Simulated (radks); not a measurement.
Results of a calculation; reference values are marked as such.
Q: The thulium ion Tm+, 68 electrons, occupied as [Xe] 4f13 6s1. Level of theory: scalar-relativistic Kohn-Sham, LDA (Slater exchange, Perdew-Wang correlation), spin-unpolarised, spherical densities, finite nucleus; Fermi nuclear charge, rms radius 5.2256 fm; hard spherical wall at 10 bohr (a radial shooting solver on a logarithmic mesh with Libxc functionals). Some entries of the table are withheld. Estimate them.

orbital  occ.  eigenvalue (hartree)  <r> (bohr)
1s          2             -2176.642         (1)
2s          2             -367.4994     0.08494
2p          6             -324.7041     0.07543
3s          2             -82.76388      0.2212
3p          6             -69.79988      0.2205
3d         10             -53.74411      0.1999
4s          2             -16.47828      0.4982
4p          6             -12.21487      0.5288
4d         10              -6.54784      0.5720
5s          2              -2.21724       1.230
5p          6              -1.24369       1.471
4f         13              -0.36930      0.8054
6s          1              -0.34646         (2)
5d          0              -0.25102       2.756
6p          0              -0.20486       4.460
7s          0              -0.06088       5.959

A: 
(1) 1s <r> (bohr): 0.02003
(2) 6s <r> (bohr): 3.528
